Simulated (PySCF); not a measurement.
Two probes of the same atoms: core binding energy and nuclear shielding

Species: C5H6O2S.
Numbering: `[CH3:1][C:2]1=[CH:3][CH:4]=[CH:5][S:6]1(=[O:7])=[O:8]`

Binding energies: delta-SCF UKS SCAN, pcX-2 on the ionised atom, pcseg-1 elsewhere, spin-free X2C in PySCF. Shieldings: GIAO CAM-B3LYP/pcSseg-1, non-relativistic, same geometry.

```tsv
atom	C 1s (eV)
C1	291.55
C2	291.20
C3	291.22
C4	291.50
C5	290.94
```

What are the absolute isotropic shieldings of these atoms?

```csv
atom,environment,C 1s (eV),isotropic shielding (ppm)
C5,alkene CH carbon,290.94,38.1
C2,fully substituted alkene carbon,291.20,21.7
C3,alkene CH carbon,291.22,56.2
C4,alkene CH carbon,291.50,43.8
C1,allylic carbon,291.55,172.2
```

By binding energy: C5 < C2 ≈ C3 < C4 ≈ C1. By shielding: C2 < C5 < C4 < C3 < C1.

The unrestricted hole states depart most from a pure doublet (⟨S²⟩ = 0.75; over 0.85 named) for C 1s of C2 (0.89), C 1s of C3 (0.86) and C 1s of C4 (0.93), which makes these values less certain. Geometry: PBE0-D3(BJ)/def2-SVP; no solvent, vibrations or thermal averaging.
